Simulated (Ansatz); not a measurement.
```yaml
atoms:
  - { symbol: Cu, position_ang: [0.0000, 0.0000, -1.0269] }
  - { symbol: Cu, position_ang: [0.0000, 0.0000, 1.0269] }
```

Basis set: cc-pVTZ (spherical functions). Correlated methods keep 10 orbitals frozen. Charge 0, multiplicity 1.

Computed with Ansatz (development build ahead of 0.2.0); each method stands on the lowest determinant of its kind that the runs found. Restricted open shells among the atoms or ions are ROHF, correlated in semicanonical orbitals with singles.

**Question.** Give the atomization energy at this shape (free ground-state atoms in the same class of orbitals less the molecule, no zero-point energy) of singlet Cu₂ by RHF-MP2, RHF.

**Answer.**

```csv
method,atomization energy
RHF-MP2,1.67 eV
RHF,-0.01 eV
```

Caution: the shape is not the minimum.
